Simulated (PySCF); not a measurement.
## C₆ coefficients of unlike pairs at UHF

Calculated with PySCF 2.14 from the dipole response of each species, C₆(A,B) = (3/π) ∫ α_A(iu) α_B(iu) du, in atomic units, from isotropic polarisabilities. For ions this is the dispersion term alone; charge-induced terms of lower order in 1/R come first.

```csv
species,configuration,basis,relativity,α (bohr³),C₆ (like pair)
Te⁺,[Kr] 4d10 5s2 5p3 (4S),aug-cc-pwCVTZ-PP with ECP28MDF (8s7p6d4f1g),core potential,22.37,191.1
Ga³⁺,[Ar] 3d10 (1S),aug-cc-pwCVTZ-PP with ECP10MDF (8s7p6d4f1g),core potential,1.190,2.530
Kr,[Kr] (1S),aug-cc-pwCVTZ-PP with ECP10MDF (8s7p6d4f1g),core potential,16.28,126.0
Zr³⁺,[Kr] 4d1 (2D),aug-cc-pVTZ-DK (9s8p6d3f2g),spin-free X2C,5.455,22.25
```

(1) Estimate C₆ for Ga³⁺ with Te⁺.

No spin-orbit coupling is included.

The other pairs:

```json
{"pair": "Zr³⁺, Ga³⁺", "C₆": "6.925"}
{"pair": "Kr, Te⁺", "C₆": "154.4"}
{"pair": "Zr³⁺, Kr", "C₆": "51.35"}
{"pair": "Zr³⁺, Te⁺", "C₆": "61.92"}
{"pair": "Kr, Ga³⁺", "C₆": "14.71"}
```

Answers

(1) The integral gives 17.50. The combination rule 2 C_A C_B / (C_A α_B/α_A + C_B α_A/α_B) gives 16.75 and the geometric mean 21.99.
